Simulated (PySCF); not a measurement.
**Atomic charges against the basis set**

Compound: C5H11NO.
Structure used (PBE0-D3(BJ)/def2-SVP), in Å, numbered top down from 1:
```
atom  x, y, z in Å
C1     2.783    0.125    0.317
C2     1.338    0.567    0.415
O3     0.980    1.488    1.123
N4     0.475   -0.152   -0.358
C5    -0.951    0.101   -0.400
C6    -1.412    0.357   -1.829
C7    -1.731   -1.027    0.267
H8     3.391    0.772    0.959
H9     2.896   -0.920    0.644
H10    3.146    0.195   -0.720
H11    0.836   -0.925   -0.902
H12   -1.081    1.019    0.193
H13   -1.253   -0.532   -2.463
H14   -2.485    0.595   -1.858
H15   -0.859    1.197   -2.274
H16   -2.809   -0.809    0.273
H17   -1.586   -1.981   -0.267
H18   -1.402   -1.163    1.308
```

PBE0 throughout (PySCF), one geometry, spherical d and f functions. Geometry: PBE0-D3(BJ)/def2-SVP, one conformer, isolated molecule. Atoms taken as equivalent share a column and are averaged. The first 7 of 10 kinds of atom are listed.

Mulliken charges (e):

| basis | functions | C1 | C2 | O3 | N4 | C5 | C6/C7 | H8/H9/H10 |
| --- | --- | --- | --- | --- | --- | --- | --- | --- |
| STO-3G | 46 | -0.261 | +0.224 | -0.253 | -0.323 | +0.027 | -0.233 | +0.088 |
| pcSseg-0 | 85 | -0.690 | +0.590 | -0.525 | -0.745 | -0.224 | -0.577 | +0.252 |
| 6-31G | 85 | -0.578 | +0.530 | -0.461 | -0.664 | -0.029 | -0.469 | +0.195 |
| 6-31G* | 120 | -0.643 | +0.579 | -0.482 | -0.616 | -0.014 | -0.519 | +0.202 |
| cc-pVDZ | 153 | -0.077 | +0.118 | -0.287 | -0.183 | -0.083 | -0.037 | +0.065 |
| def2-SVP | 153 | -0.076 | +0.100 | -0.288 | -0.239 | -0.048 | -0.040 | +0.064 |
| pcSseg-1 | 174 | -0.287 | +0.376 | -0.439 | -0.493 | -0.136 | -0.225 | +0.138 |
| 6-311+G(2d,p) | 255 | -0.663 | +0.600 | -0.523 | -0.155 | -0.057 | -0.508 | +0.169 |
| aug-cc-pVDZ | 260 | +0.324 | +0.611 | -0.650 | -0.047 | -0.547 | +0.875 | -0.076 |
| def2-TZVP | 283 | -0.414 | +0.290 | -0.382 | -0.294 | +0.052 | -0.371 | +0.139 |

IAO charges (e):

| basis | functions | C1 | C2 | O3 | N4 | C5 | C6/C7 | H8/H9/H10 |
| --- | --- | --- | --- | --- | --- | --- | --- | --- |
| STO-3G | 46 | -0.441 | +0.218 | -0.266 | -0.269 | -0.047 | -0.398 | +0.143 |
| pcSseg-0 | 85 | -0.488 | +0.383 | -0.466 | -0.326 | -0.023 | -0.427 | +0.164 |
| 6-31G | 85 | -0.491 | +0.389 | -0.478 | -0.338 | -0.011 | -0.436 | +0.167 |
| 6-31G* | 120 | -0.476 | +0.431 | -0.498 | -0.346 | +0.002 | -0.418 | +0.159 |
| cc-pVDZ | 153 | -0.476 | +0.429 | -0.493 | -0.346 | +0.004 | -0.417 | +0.158 |
| def2-SVP | 153 | -0.466 | +0.425 | -0.493 | -0.338 | +0.003 | -0.407 | +0.155 |
| pcSseg-1 | 174 | -0.473 | +0.432 | -0.506 | -0.348 | 0.000 | -0.416 | +0.159 |
| 6-311+G(2d,p) | 255 | -0.486 | +0.440 | -0.519 | -0.354 | -0.002 | -0.430 | +0.164 |
| aug-cc-pVDZ | 260 | -0.484 | +0.439 | -0.518 | -0.354 | 0.000 | -0.428 | +0.163 |
| def2-TZVP | 283 | -0.487 | +0.443 | -0.517 | -0.355 | 0.000 | -0.430 | +0.164 |

Hirshfeld charges (e):

```json
{"basis": "STO-3G", "functions": "46", "C1": "-0.052", "C2": "+0.142", "O3": "-0.221", "N4": "-0.155", "C5": "+0.082", "C6/C7": "-0.046", "H8/H9/H10": "+0.022"}
{"basis": "pcSseg-0", "functions": "85", "C1": "-0.113", "C2": "+0.174", "O3": "-0.287", "N4": "-0.101", "C5": "+0.044", "C6/C7": "-0.109", "H8/H9/H10": "+0.046"}
{"basis": "6-31G", "functions": "85", "C1": "-0.106", "C2": "+0.170", "O3": "-0.303", "N4": "-0.113", "C5": "+0.041", "C6/C7": "-0.105", "H8/H9/H10": "+0.048"}
{"basis": "6-31G*", "functions": "120", "C1": "-0.104", "C2": "+0.166", "O3": "-0.302", "N4": "-0.109", "C5": "+0.037", "C6/C7": "-0.105", "H8/H9/H10": "+0.047"}
{"basis": "cc-pVDZ", "functions": "153", "C1": "-0.120", "C2": "+0.167", "O3": "-0.284", "N4": "-0.098", "C5": "+0.031", "C6/C7": "-0.116", "H8/H9/H10": "+0.048"}
{"basis": "def2-SVP", "functions": "153", "C1": "-0.124", "C2": "+0.174", "O3": "-0.292", "N4": "-0.098", "C5": "+0.031", "C6/C7": "-0.119", "H8/H9/H10": "+0.049"}
{"basis": "pcSseg-1", "functions": "174", "C1": "-0.124", "C2": "+0.174", "O3": "-0.294", "N4": "-0.105", "C5": "+0.028", "C6/C7": "-0.120", "H8/H9/H10": "+0.050"}
{"basis": "6-311+G(2d,p)", "functions": "255", "C1": "-0.122", "C2": "+0.163", "O3": "-0.295", "N4": "-0.114", "C5": "+0.017", "C6/C7": "-0.118", "H8/H9/H10": "+0.052"}
{"basis": "aug-cc-pVDZ", "functions": "260", "C1": "-0.131", "C2": "+0.168", "O3": "-0.291", "N4": "-0.113", "C5": "+0.017", "C6/C7": "-0.126", "H8/H9/H10": "+0.053"}
{"basis": "def2-TZVP", "functions": "283", "C1": "-0.126", "C2": "+0.167", "O3": "-0.294", "N4": "-0.111", "C5": "+0.020", "C6/C7": "-0.122", "H8/H9/H10": "+0.052"}
```

Some averages cover members that differ in this geometry, most widely: H8/H9/H10, Mulliken in aug-cc-pVDZ -0.116 to -0.054; C6/C7, Mulliken in aug-cc-pVDZ +0.860 to +0.891 e.

Question: Which scheme is steadiest as the basis changes?

Answer: Largest range over the bases for any column: Hirshfeld 0.08 e, IAO 0.25 e, Mulliken 1.45 e. Hirshfeld charges move least and Mulliken charges most, counted in e. Without the minimal STO-3G basis the ranges are Hirshfeld 0.03, IAO 0.06, Mulliken 1.45 e.

Question: How much do the charges still move between the two largest bases, aug-cc-pVDZ and def2-TZVP?

Answer: At most, over all atoms: Mulliken 1.261 e, IAO 0.004 e, Hirshfeld 0.005 e.

Question: What do the same runs give for the total energy, the frontier levels and the dipole moment?

Answer: 
```
        basis  energy (Eh)  HOMO (eV)  LUMO (eV)  μ (D)
       STO-3G    -322.6689      -3.57       4.45   2.71
     pcSseg-0    -326.0174      -7.11       1.00   3.79
        6-31G    -326.6758      -6.92       1.12   3.81
       6-31G*    -326.7660      -6.86       1.27   3.56
      cc-pVDZ    -326.7923      -6.92       1.17   3.46
     def2-SVP    -326.5392      -7.02       1.08   3.58
     pcSseg-1    -326.7382      -7.18       0.91   3.68
6-311+G(2d,p)    -326.8712      -7.23       0.05   3.69
  aug-cc-pVDZ    -326.8155      -7.20      -0.30   3.65
    def2-TZVP    -326.8966      -7.19       0.76   3.64
```

The dipole is fixed by the density alone, so its range of 1.10 D shows that the density itself changes with the basis, not only its division among atoms.
